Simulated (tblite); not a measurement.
A tight-binding relaxation on `C[C@@H]1C=CC[C@@H]1[O]` [radical].

Computed with GFN2-xTB geometry optimisation, gas phase (tblite 0.8.0). Start geometry: from a force field or distance geometry. The command runs a driver script over a list of jobs; the input below is this job's line of settings and its coordinates in Å.

Command:
```bash
OMP_NUM_THREADS=1 python probes_run.py task.json out
```

Input:
```
{"job": {"kind": "relax", "xc": "GFN2-xTB", "basis": "xTB"}, "charge": 0, "multiplicity": 2}
C      1.758300    -0.295700     0.585000
C      0.737100     0.160400    -0.486600
C     -0.028500     1.341400     0.041400
C     -1.294600     1.020700     0.348800
C     -1.560500    -0.443200     0.103300
C     -0.410500    -0.835900    -0.863500
O     -0.077200    -2.102900    -0.694400
H      1.262300    -0.608300     1.514800
H      2.436000     0.523600     0.843100
H      2.360200    -1.123300     0.224700
H      1.286800     0.439100    -1.386200
H      0.391200     2.322200     0.163300
H     -2.032100     1.683500     0.788500
H     -1.560000    -0.991200     1.043700
H     -2.535000    -0.573300    -0.388000
H     -0.741100    -0.508300    -1.849500
```

Output:
```
step      E/eV     max force
  0    -581.93300    1.800
  1    -582.03487    1.235
  2    -582.07530    0.617
  3    -582.09513    0.557
  4    -582.12398    0.491
  5    -582.13847    0.565
  6    -582.15151    0.362
  7    -582.15797    0.287
  8    -582.16549    0.258
  9    -582.17002    0.213
... (32 lines left out)
 42    -582.18885    0.027
 43    -582.18895    0.032
 44    -582.18903    0.023
 45    -582.18909    0.016
 46    -582.18912    0.015
 47    -582.18916    0.016
 48    -582.18919    0.015
 49    -582.18922    0.011
 50    -582.18923    0.010
 51    -582.18925    0.008
```

«max force» is the largest atomic force in eV/Å.

Question: From which step on does the largest force stay under 0.1 eV/Å, and how much energy is left to gain from there?

Answer: From step 18 (0.089 eV/Å), 5.2 meV above the end.

Summary of the converged run: energy lowered by 5.9 kcal/mol over 51 steps; largest atomic force 0.008 eV/Å at the end.

Question: Give the final coordinates.

Answer: 0.096 Å rms from the input after alignment:
```
atom  x, y, z in Å
C1     1.7202   -0.3058    0.5730
C2     0.7614    0.2478   -0.4779
C3    -0.0606    1.3787    0.0397
C4    -1.2872    1.0173    0.3928
C5    -1.5603   -0.4230    0.1221
C6    -0.3727   -0.8625   -0.7742
O7     0.0148   -2.0955   -0.7625
H8     1.1886   -0.5202    1.4966
H9     2.5025    0.4237    0.7753
H10    2.1679   -1.2268    0.2087
H11    1.3236    0.5047   -1.3783
H12    0.3526    2.3709    0.1132
H13   -2.0377    1.6673    0.8096
H14   -1.5633   -1.0125    1.0423
H15   -2.5217   -0.5851   -0.3687
H16   -0.6358   -0.5701   -1.8232
```

On an Intel Xeon Platinum 8259CL at 2.50 GHz with one thread, shared host, this took 0.47 s wall.
Labels such as C1 count atoms from 1, the log's own numbers from 0.
